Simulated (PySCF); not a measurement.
Cl2Ni, quintet, geometry from GFN2-xTB of the parent state (such geometries of metal compounds can be far from the true shape) (another spin typed on purpose, not shown lowest).

Here is a job for PySCF.
```python
from pyscf import gto, scf, dft

mol = gto.M(
    atom='''
Ni    0.00000000    0.00000000    0.00000000
Cl    0.00000000    0.00000000    1.93482584
Cl   -0.00000000   -0.00000000   -1.93482584
''',
    basis='6-31g*',
    spin=4,
    verbose=4,
)

mf = dft.UKS(mol)
mf.xc = 'pbe0'
mf.kernel()
mf.analyze()
```

**Question.** What is the computed <S^2> (PBE0/6-31G* (PySCF))?

**Answer.** 6.004

**Question.** Give the total energy at the level PBE0/6-31G*.

**Answer.** -2427.7284 Eh

These values belong to the state on which the SCF converged, which isn't shown to be the lowest.
